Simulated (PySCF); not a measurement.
This PySCF input asks for the NMR shieldings of `InChI=1S/H8OS2Si3/c2-6-3-5-1-4/h2H,5-6H2,4H3`; the geometry comes from GFN2-xTB.

```python
import basis_set_exchange as bse
import numpy as np
from pyscf import gto, dft
from pyscf.prop import nmr

atoms = """
Si    3.202861    0.583328   -0.421704
O     1.967506    0.089046    0.525120
Si    0.481020   -0.323161    0.946617
S    -0.815266    0.210941   -0.671714
Si   -2.703345   -0.424726    0.112658
S    -4.164859    0.051648   -1.367013
H     2.666274    0.982157   -1.718017
H     3.786844    1.696002    0.320914
H     4.077169   -0.583073   -0.504990
H     0.422083   -1.765370    1.114618
H     0.112619    0.461931    2.111912
H    -3.007703    0.306562    1.331781
H    -2.697204   -1.862314    0.331648
H    -3.328678    0.576556   -2.248493
"""
names = dict.fromkeys(["Si", "O", "S", "H"], "pcSseg-1")
basis = {el: gto.basis.parse(bse.get_basis(n, elements=[el], fmt="nwchem")) for el, n in names.items()}
mol = gto.M(atom=atoms, basis=basis, charge=0, verbose=0)
mf = dft.RKS(mol, xc="PBE0")
mf.grids.level = 2
mf.grids.alignment = dft.numint.BLKSIZE   # the property module wants whole blocks of grid points
mf.conv_tol = 1e-9
mf.kernel()

calc = nmr.RKS(mf)   # GIAO
C = mf.mo_coeff
Co = C[:, mf.mo_occ > 0]
resp = mf.gen_response(singlet=True, hermi=2)
def vind(x):   # induced exchange potential for any number of trial vectors
    d = np.einsum("pi,xij,qj->xpq", C, 2 * x.reshape(-1, C.shape[1], Co.shape[1]), Co, optimize=True)
    return np.einsum("xpq,pi,qj->xij", resp(d - d.transpose(0, 2, 1)), C, Co, optimize=True).ravel()
mo1, _ = nmr.rhf.solve_mo1(calc, with_cphf=vind)
sigma = calc.kernel(mo1)
for i, s in enumerate(sigma):   # ppm
    w = np.linalg.eigvalsh((s + s.T) / 2)
    print("%2d %-2s iso %8.1f  s11 %8.1f  s22 %8.1f  s33 %8.1f" % (i, mol.atom_pure_symbol(i), w.mean(), *w))
```

Question: What are the results?

Answer: 
```
 0 Si iso    388.7  s11    354.1  s22    359.3  s33    452.7
 1 O  iso    320.1  s11    237.0  s22    333.5  s33    390.0
 2 Si iso    374.8  s11    348.5  s22    363.2  s33    412.6
 3 S  iso    751.7  s11    602.0  s22    779.9  s33    873.1
 4 Si iso    372.8  s11    358.7  s22    359.9  s33    399.6
 5 S  iso    763.7  s11    610.1  s22    754.8  s33    926.1
 6 H  iso     26.5  s11     22.5  s22     26.4  s33     30.6
 7 H  iso     26.5  s11     22.9  s22     24.8  s33     31.9
 8 H  iso     26.5  s11     22.9  s22     24.8  s33     31.9
 9 H  iso     26.2  s11     21.8  s22     25.5  s33     31.2
10 H  iso     26.2  s11     21.8  s22     25.5  s33     31.3
11 H  iso     26.4  s11     22.0  s22     25.1  s33     32.1
12 H  iso     26.4  s11     22.0  s22     25.1  s33     32.2
13 H  iso     31.3  s11     22.4  s22     29.7  s33     41.8
```

These numbers come from an equivalent density-fitted implementation of the same equations, which agrees with the script to about 0.01 ppm for H and up to a few tenths of a ppm for heavy atoms, so last digits may differ.

Question: Turn these shieldings into chemical shifts. Chemical shifts δ = σref − σ; ²⁹Si (349.16 ppm) and ¹H (31.72 ppm) against TMS; ¹⁷O (336.08 ppm) against H2O; ³³S (503.73 ppm) vs CS2, all at this level.

Answer: Averaging equivalent atoms: Si 4: -23.6; Si 2: -25.6; Si 0: -39.5; O 1: 15.9; S 3: -248; S 5: -260; H 9/10: 5.54; H 11/12: 5.32; H 6/7/8: 5.21; H 13: 0.39 ppm. Experimental scales use liquid or dissolved standards, which lie at an offset from isolated H2O (liquid H2O: subtract about 36 ppm).

Size and cost of the density-fitted run: 177 basis functions, 61 s wall time on 1 thread of an Arm Neoverse N1, shared host; peak memory 0.81 GiB.
